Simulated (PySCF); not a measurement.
# Structure elucidation problem

The spectra below were simulated for a compound C3H9B.

1H NMR (300 MHz, computed): δ 7.50 (br, 1H), 1.54 (qq, J = 8.3, 1.5 Hz, 2H), 1.09 (t, J = 1.5 Hz, 3H), 1.08 (t, J = 8.3 Hz, 3H).

13C{1H} NMR (computed): δ 26.6, 13.4, 10.0.

Level of theory: geometry from PBE0-D3(BJ)/def2-SVP, σ from GIAO-PBE0/pcSseg-1, couplings computed with B3LYP/pcJ-1 (spin–dipole term only in couplings to heteroatoms), in PySCF 2.14 (single conformer, non-relativistic Hamiltonian, gas phase, fast rotation and ring inversion assumed for equivalent nuclei).

Scale: TMS for 1H (σ = 31.27 ppm), 13C (σ = 184.41 ppm) (reference shieldings calculated alike).

**Question.** Propose a structure and justify it.

**Answer.** 
- 3 carbon signals for 3 carbons: no two carbons are equivalent.
- Carbon types of the structure: 1 × CH2, 2 × CH3, leaving 1 H on heteroatoms.
- δC 26.6: sp3 CH2 bonded to B.
- δC 13.4: methyl carbon bonded to B.
- δC 10.0: methyl carbon; saturated and bonded to C and H only.
- δH 7.50: hydrogen on a boron bonded to 2 C.
- δH 1.54: hydrogen on an sp3 CH2 bonded to B.
- δH 1.09: hydrogen on a methyl carbon bonded to B.
- δH 1.08: hydrogen on a methyl carbon.
- The protons at 1.54 and 1.08 share a coupling of 8.3 Hz (vicinal).
- The protons at 1.09 and 7.50 share a coupling of 5.2 Hz (vicinal).

These data were computed for SMILES B(C)CC.

Hydrogens on boron are broadened and split by 11B (spin 3/2, 80 %) and 10B (spin 3). A carbon bonded to boron is broadened by the quadrupolar boron nucleus and is often missing from a measured spectrum. Splittings below 1 Hz are ignored in the labels, and close J values are merged. Unscaled 3J(H,H) at this level run about 10 % above measured values. Shifts are as computed. Against solution values, carbons near 30 ppm lie about +2 ppm off and those near 130 ppm about +5 ppm. Of 1211 compounds with measured shifts, 218 miss one by over three times the rms of a fit or turn the order of signals round; such compounds aren't used in these exercises. 3J across rotatable bonds or in flexible rings reflects this conformer alone.
